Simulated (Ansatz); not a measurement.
`OB(F)N[SiH3]` + H₂ → `FBN[SiH3]` + H₂O at 400 K and 1 bar (hydrogenolysis of a B–O bond).

Isolated molecules relaxed with PBE0-D4/def2-TZVP in Ansatz; ΔE leaves out vibrations. CBS: MP2 limit from def2 TZ/QZ plus the TZ coupled-cluster correction, frozen cores. This one scheme is used for every species. One conformer a species, not always the lowest.

```tsv
species	CCSD(T)/CBS energy (Eh)	H − E (kJ/mol)	S (J/(mol·K))
`OB(F)N[SiH3]`	-546.73546	200.7	373.2
H₂	-1.17544	38.0	139.0
`FBN[SiH3]`	-471.49367	179.7	346.0
H₂O	-76.37941	69.8	198.6
```

H − E and S are ideal-gas, rigid-rotor, harmonic terms from PBE0-D4/def2-TZVP, for one conformer and one mirror image of each species. For small species the MP2-based limit differs from directly extrapolated CCSD(T) by up to some mEh (0.8 for H₂); such offsets cancel only in part. 1 Eh = 2625.50 kJ/mol, R = 8.31446 J/(mol·K).

Q: By hand: ΔE, ΔH, ΔS and ΔG.

A: ΔE = (-471.49367) + (-76.37941) − (-546.73546) − (-1.17544) = 0.03782 Eh = 99.3 kJ/mol. Δ(H − E) = 179.7 + 69.8 − 200.7 − 38.0 = 10.8, so ΔH = 110.1 kJ/mol. ΔS = 346.0 + 198.6 − 373.2 − 139.0 = 32.4 J/(mol·K). ΔG = 110.1 − 400 × (32.4)/1000 = 97.1 kJ/mol.

Q: By hand: the equilibrium constant, and the temperature at which ΔG would vanish if ΔH and ΔS stayed fixed.

A: log₁₀ K = −ΔG/(RT ln 10) = -12.7. ΔG = 0 at ΔH/ΔS = 3398 K, far beyond where these terms or the molecules hold.

ΔH outweighs TΔS. A doubt of 5 kJ/mol in ΔE shifts log₁₀ K by 0.7 here. Other conformers and mirror images would add mixing entropy, several J/(mol·K) or more a flexible species. These are equilibria of isolated gas molecules and say nothing of rates. Largest T1 diagnostic: 0.012 (customary marks: 0.02 for closed shells, 0.045 for open ones).
